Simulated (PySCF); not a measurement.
C₆H₅O (doublet state).
Cartesian coordinates in Å at the GFN2-xTB level; atoms count from 1:
```xyz
12
C6H5O angstrom
C      2.9031    0.7271    0.6342
C      1.7730    0.3814    0.4273
C      0.4389   -0.0067    0.1889
C      0.0270   -1.2811   -0.1738
O     -1.3184   -1.3542   -0.3341
C     -1.8589   -0.0654   -0.0685
C     -0.6902    0.7941    0.2703
H      3.8920    1.0256    0.8147
H      0.5897   -2.1777   -0.3377
H     -2.5903   -0.1517    0.7516
H     -2.4106    0.2773   -0.9592
H     -0.7542    1.8307    0.5250
```

The species is `C#CC1=COC[CH]1` [radical].

Method used: UKS B3LYP, pcH-1 on C H O, non-relativistic, mean-field spin-orbit, GIAO (PySCF). Isolated species at its GFN2-xTB geometry, gas phase. Couplings are sensitive to structure, and on GFN2-xTB geometries they can be far from those on DFT ones. Stability of the SCF solution: not tested. ⟨S²⟩ is 0.777 where a pure state has 0.75.

(1) The isotropic 13C couplings are +54.7, +46.5, -42.4, -32.4, +9.9, -5.4 MHz. Assign them to C1; C2; C3; C4; C6; C7.

(2) Match the computed a_iso(1H) values +122.4, -42.2, -39.1, +4.8 MHz (means over equivalent nuclei) with the sites H8; H9; H10/H11; H12.

Results:

(1) 
```json
{"site": "C1", "a_iso (MHz)": "-5.4", "ρ(0) (bohr⁻³)": "-0.0048", "position": "3 bonds from C4", "distance from C7 (Å)": "3.61", "spin population": "-0.06", "largest |T| (MHz)": "8.2"}
{"site": "C2", "a_iso (MHz)": "+9.9", "ρ(0) (bohr⁻³)": "+0.0088", "position": "2 bonds from C4", "distance from C7 (Å)": "2.50", "spin population": "+0.04", "largest |T| (MHz)": "3.1"}
{"site": "C3", "a_iso (MHz)": "-42.4", "ρ(0) (bohr⁻³)": "-0.0377", "position": "1 bond from C7", "distance from C7 (Å)": "1.39", "spin population": "-0.19", "largest |T| (MHz)": "22.9"}
{"site": "C4", "a_iso (MHz)": "+46.5", "ρ(0) (bohr⁻³)": "+0.0414", "position": "a main spin site", "distance from C7 (Å)": "2.24", "spin population": "+0.51", "largest |T| (MHz)": "88.0"}
{"site": "C6", "a_iso (MHz)": "-32.4", "ρ(0) (bohr⁻³)": "-0.0288", "position": "1 bond from C7", "distance from C7 (Å)": "1.49", "spin population": "-0.07", "largest |T| (MHz)": "0.9"}
{"site": "C7", "a_iso (MHz)": "+54.7", "ρ(0) (bohr⁻³)": "+0.0487", "position": "largest spin population", "distance from C7 (Å)": "0.00", "spin population": "+0.62", "largest |T| (MHz)": "99.7"}
```

(2) 
```csv
site,a_iso (MHz),ρ(0) (bohr⁻³),position,distance from C7 (Å),bound to,spin population there,largest |T| (MHz)
H8,+4.8,+0.0011,4 bonds from C4,4.62,C1,-0.06,1.4
H9,-39.1,-0.0087,1 bond from C4,3.29,C4,+0.51,22.7
H10/H11,+122.4,+0.0274,2 bonds from C7,2.18,C6,-0.07,4.9
H12,-42.2,-0.0094,1 bond from C7,1.07,C7,+0.62,25.1
```

ρ(0) is the spin density at the nucleus and T the dipolar tensor; entries for several nuclei are means. The Mulliken spin populations are largest on C7 (+0.62), C4 (+0.51), C3 (-0.19) and O5 (+0.10). The positive populations add up to 1.38 and the negative ones to -0.38, together 2S = 1. The angles at C7 add up to 360.0°, so it is planar; its axial dipolar tensor and the negative coupling of its proton fit spin in a p orbital normal to that plane. Main spin sites, with 60 % or more of the largest population: C4, C7; positions count bonds from the nearest.

β density exceeds α density at some nuclei, such as C3 (-0.0377), C6 (-0.0288) and H12 (-0.0094), spin density in bohr⁻³. In a single determinant that takes different orbitals for the two spins, that is spin polarisation.

Nuclei that the bonding pattern makes equivalent are averaged, as if the motion that swaps them (rotation, inversion, ring flip) were fast.

Hardware: one thread, Arm Neoverse V2 (aarch64), no GPU, shared host with 96 logical CPUs at a one-minute load of 48. Cost: 39 s (with the writing of density and orbital grids), 0.87 GiB resident at most.
